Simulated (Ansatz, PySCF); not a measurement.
Potential energy curve for AlBe (anion, charge -1), lowest singlet found (which spin is the ground state isn't settled by this scan).

Levels: UKS-B3LYP = Ansatz (a program for electronic structure) with unrestricted B3LYP/aug-cc-pVDZ; RKS-B3LYP = restricted B3LYP/aug-cc-pVDZ (Ansatz); UKS-PBE0 = unrestricted PBE0/aug-cc-pVDZ run with Ansatz; RKS-PBE0 = restricted PBE0/aug-cc-pVDZ in Ansatz; UKS-PBE = unrestricted PBE/aug-cc-pVDZ (Ansatz); RKS-PBE = restricted PBE/aug-cc-pVDZ (Ansatz); UKS-B3LYP/6-31G* = PySCF with unrestricted B3LYP/6-31G*, spherical d; RKS-B3LYP/6-31G* = restricted B3LYP/6-31G*, spherical d (PySCF 2.14.0); UKS-B3LYP/3-21G = unrestricted B3LYP/3-21G (PySCF 2.14.0); RKS-B3LYP/3-21G = restricted B3LYP/3-21G (PySCF).

Scanned distances (Å): 1.57, 1.71, 1.81, 1.89, 1.96, 2.08, 2.11, 2.19, 2.26, 2.35, 2.47.

Task: Where does the unrestricted solution first break spin symmetry (<S²> of 0.01 or more)?

Result: UKS-B3LYP: already at 1.57 Å; UKS-PBE0: already at 1.57 Å; UKS-PBE: already at 1.57 Å; UKS-B3LYP/6-31G*: already at 1.57 Å; UKS-B3LYP/3-21G: already at 1.57 Å.

```tsv
R / Å	<S²> UKS-B3LYP	E(RKS-B3LYP) − E(UKS-B3LYP) / kJ/mol	<S²> UKS-PBE0	E(RKS-PBE0) − E(UKS-PBE0) / kJ/mol	<S²> UKS-PBE	E(RKS-PBE) − E(UKS-PBE) / kJ/mol	<S²> UKS-B3LYP/6-31G*	E(RKS-B3LYP/6-31G*) − E(UKS-B3LYP/6-31G*) / kJ/mol	<S²> UKS-B3LYP/3-21G	E(RKS-B3LYP/3-21G) − E(UKS-B3LYP/3-21G) / kJ/mol
1.57	1.01	59.3	1.25	73.3	1.01	66.8	1.00	63.7	1.00	56.7
1.71	1.01	53.0	1.27	67.1	1.01	60.7	1.00	58.5	1.00	53.0
1.81	1.01	49.2	1.26	63.0	1.01	57.0	1.00	55.4	1.00	50.8
1.89	1.01	46.6	1.24	60.0	1.01	54.4	1.00	53.3	1.00	49.3
1.96	1.01	44.6	1.22	57.5	1.01	52.4	1.00	51.6	1.00	48.1
2.08	1.01	41.6	1.18	53.7	1.01	49.4	1.00	49.2	1.00	46.2
2.11	1.01	40.9	1.17	52.9	1.01	48.8	1.00	48.6	1.00	45.8
2.19	1.01	39.3	1.13	50.8	1.01	47.1	1.00	47.3	1.00	44.8
2.26	1.01	38.1	1.10	49.2	1.01	45.9	1.00	46.3	1.00	44.0
2.35	1.01	36.8	1.04	47.5	1.01	44.4	1.00	45.2	1.00	43.1
2.47	1.03	35.6	1.01	45.7	1.01	42.8	1.00	44.0	1.00	42.1
```
